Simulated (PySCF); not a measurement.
**Radial density of Hg⁶⁷⁺ (mercury, charge +67)**

r2SCANh, [Ne] 3s2 3p1, 2P determinant. Calculation: PySCF 2.14, in an uncontracted even-tempered set (17 s from 20 bohr⁻², ratio 2.5; 12 p from 26 bohr⁻², ratio 2.5; 4 d from 97 bohr⁻², ratio 2.7; 4 f from 150 bohr⁻², ratio 2.7); the spin-free X2C one-electron Hamiltonian (Gaussian nucleus).

```tsv
r (bohr)	4πr²ρ (e/bohr)	4πr²(ρα − ρβ)
0.0202	90.02	1.6945
0.0340	107.9	3.0126
0.0573	123.7	1.1191
0.0963	47.74	1.6566
0.162	25.57	7.5148
0.272	3.717	1.2670
0.458	0.02074	0.0056
```

Densities and radii are taken from the X2C orbitals without a picture-change correction, which distorts them close to the nucleus.

Spin-orbit coupling, absent here, splits the open shell strongly.
